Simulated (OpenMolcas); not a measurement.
## Ir⁷⁺: effect of the active space

```
Program             : OpenMolcas 26.06
Method              : CASSCF or its RAS form
Basis               : ANO-RCC-VTZP
Scalar Hamiltonian  : DKH2, point nucleus
Spin-orbit coupling : RASSI with atomic mean-field integrals over the reference wave functions, term energies averaged over their components
```

A. 2 electrons in 5 orbitals (5d); 2S+1 = 3 even, 10 roots; 2S+1 = 1 even, 15 roots; cost about 5 core-seconds
B. 8 electrons in 8 orbitals (RAS1 5p, at most 2 holes; RAS2 5d); 2S+1 = 3 even, 10 roots; 2S+1 = 1 even, 15 roots; cost about 18 core-seconds
C. 2 electrons in 10 orbitals (5d 6d); 2S+1 = 3 even, 10 roots; 2S+1 = 1 even, 15 roots; cost roughly 12 core-seconds

Energies in cm-1 above 5d2 3F2, the measured ground level; measured values from van het Hof, Joshi, Wyart and Sugar, J. Res. Natl. Inst. Stand. Technol. 100, 687 (1995).

```tsv
Level	A	B	C	Measured
5d2 3F2	0.0	0.0	0.0	0.0
5d2 3F3	12736	13357	12789	12672
5d2 3P0	19726	18962	19820	17254
5d2 3F4	22385	23272	22437	21615
5d2 3P1	27691	27615	27684	25221
5d2 1G4	38921	40148	38870	36253
5d2 3P2 [55 %]	41777	42095	41725	
5d2 1S0	71762	68604	71070	65022
```

Deviations, from unrounded energies. A percentage is the sum of absolute deviations over the sum of measured energies, with the sign that they share, or ± where signs differ.

```json
{"Against measurement": "mean absolute deviation (cm-1)", "Levels": "6", "A": "2500", "B": "2300", "C": "2400"}
{"Against measurement": "fine structure of the ground term (%)", "Levels": "2", "A": "+2.4", "B": "+6.8", "C": "+2.7"}
{"Against measurement": "other terms of the ground configuration (%)", "Levels": "4", "A": "+10.0", "B": "+8.1", "C": "+9.5"}
```

B, C lie about equally close to measurement and A furthest from it. The largest miss of B in the table is 5d2 1G4, by +3900 cm-1. The ranking rests on the paired levels alone, and a cruder setting can come out closer through cancelling errors.

Among A to C the level of the table that moves most is 5d2 1S0, by 3200 cm-1 (lowest in B, highest in A).

Without dynamic correlation excited terms often stand tens of per cent too high (terms of higher spin than the ground term too low), and those without a measured partner can miss by more than the paired ones. Active for correlation alone: 5p; no level in the range computed is led by a configuration that opens it, so any true level of that kind is missing (holds for B). Active for correlation alone: 6d; no level in the range computed is led by a configuration that fills it, so any true level of that kind is missing (holds for C). Computed and measured levels are paired by configuration, term and J; levels that our copy of the source lacks, or whose pairing is in doubt (as where it misses far off the trend of its configuration), stay unpaired and out of the deviations. Levels of configurations outside the active space are missing. Levels that lie high or do not pair safely by name in every column are left out.

A share in square brackets marks a mixed level and gives the weight of the term that names it, the lowest over the columns.
